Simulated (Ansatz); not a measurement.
`C[CH]1[CH2][AlH]1` + H₂ → `[CH2]1[CH2][AlH]1` + CH₄ at 400 K and 1 bar (hydrogenolysis of a C–C bond).

Calculated with Ansatz (gas phase, PBE0-D4/def2-TZVP geometries, no zero-point term in ΔE). CBS: MP2 limit from def2 TZ/QZ plus the TZ coupled-cluster correction, frozen cores. This one scheme is used for every species.

| species | CCSD(T)/CBS energy (Eh) | H − E (kJ/mol) | S (J/(mol·K)) |
| --- | --- | --- | --- |
| `C[CH]1[CH2][AlH]1` | -360.31268 | 254.6 | 340.8 |
| H₂ | -1.17544 | 38.0 | 139.0 |
| `[CH2]1[CH2][AlH]1` | -321.05314 | 173.7 | 294.8 |
| CH₄ | -40.46206 | 131.3 | 197.2 |

H − E and S are ideal-gas, rigid-rotor, harmonic terms from PBE0-D4/def2-TZVP, for one conformer and one mirror image of each species. For small species the MP2-based limit differs from directly extrapolated CCSD(T) by up to some mEh (0.8 for H₂); such offsets cancel only in part. 1 Eh = 2625.50 kJ/mol, R = 8.31446 J/(mol·K).

**Question.** By hand: ΔE, ΔH, ΔS and ΔG.

**Answer.** ΔE = (-321.05314) + (-40.46206) − (-360.31268) − (-1.17544) = -0.02708 Eh = -71.1 kJ/mol. Δ(H − E) = 173.7 + 131.3 − 254.6 − 38.0 = 12.4, so ΔH = -58.7 kJ/mol. ΔS = 294.8 + 197.2 − 340.8 − 139.0 = 12.2 J/(mol·K). ΔG = -58.7 − 400 × (12.2)/1000 = -63.6 kJ/mol.

**Question.** By hand: the equilibrium constant, and the temperature at which ΔG would vanish if ΔH and ΔS stayed fixed.

**Answer.** log₁₀ K = −ΔG/(RT ln 10) = 8.3. ΔH and −TΔS have one sign here, so there is no such temperature.

The number of gas molecules stays the same, so ΔS is small and ΔH decides. A doubt of 5 kJ/mol in ΔE shifts log₁₀ K by 0.7 here. Other conformers and mirror images would add mixing entropy, several J/(mol·K) or more a flexible species. These are equilibria of isolated gas molecules and say nothing of rates. Largest T1 diagnostic: 0.011 (customary marks: 0.02 for closed shells, 0.045 for open ones).

ΔS is within the doubt of such terms, so its sign, and with it that verdict, could turn.
